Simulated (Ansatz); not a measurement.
Basis sets compared for `c1csc(-c2ccc(-c3ccc(-c4cccs4)s3)s2)c1`. Charge 0, multiplicity 1. Geometry PBE-D4/def2-SVP. Ansatz on 2 threads of AMD EPYC 7R13 on a shared host and a share (18 GiB) of an NVIDIA H100 80GB HBM3; times are rough, and most runs start from earlier orbitals.

```xyz
30

C     6.1184   -2.5049    2.0967
C     6.6222   -1.8673    0.9770
S     5.3751   -1.0604    0.0898
C     4.1431   -1.5671    1.2271
C     2.7550   -1.1982    1.0596
C     1.6713   -1.5256    1.8772
C     0.4411   -0.9999    1.4206
C     0.5523   -0.2567    0.2427
C    -0.4749    0.4206   -0.5064
C    -0.3700    1.1654   -1.6832
C    -1.6057    1.6862   -2.1337
C    -2.6843    1.3540   -1.3125
C    -4.0801    1.7002   -1.4481
C    -5.1559    1.3630   -0.6265
C    -6.3977    1.8886   -1.0806
C    -6.2722    2.6241   -2.2450
S    -4.6327    2.6750   -2.7963
S    -2.1413    0.3782    0.0368
S     2.2207   -0.2215   -0.2921
C     4.7136   -2.3376    2.2417
H     6.7428   -3.0780    2.7959
H     7.6581   -1.8270    0.6194
H     1.7752   -2.1339    2.7854
H    -0.5192   -1.1526    1.9330
H     0.5876    1.3225   -2.1993
H    -1.7205    2.2957   -3.0411
H    -5.0397    0.7516    0.2795
H    -7.3560    1.7313   -0.5670
H    -7.0535    3.1404   -2.8160
H     4.1272   -2.7661    3.0654
```

Single mean-field runs in def2-TZVP are fitted with def2-universal-jkfit.

Binding counts from free atoms (C triplet, S triplet, H doublet) in the same basis, without a counterpoise term.

```csv
level,functions,energy (Eh),HOMO (eV),LUMO (eV),binding per atom (eV),wall time
PBE-D4/def2-SVP,346,-2206.1460,-4.53,-2.65,5.39,6.5 s
PBE0-D4/def2-SVP,346,-2206.3059,-5.34,-2.11,5.24,4.2 s
```

Q: Estimate the rows for PBE-D4/def2-TZVP (with forces), PBE0-D4/def2-TZVP (with forces).

A: 
```
                          level  functions  energy (Eh)  HOMO (eV)  LUMO (eV)  binding per atom (eV)  wall time
 PBE-D4/def2-TZVP (with forces)        704   -2207.3529      -4.58      -2.75                   5.32        9 s
PBE0-D4/def2-TZVP (with forces)        704   -2207.5043      -5.31      -2.16                   5.18       10 s
```
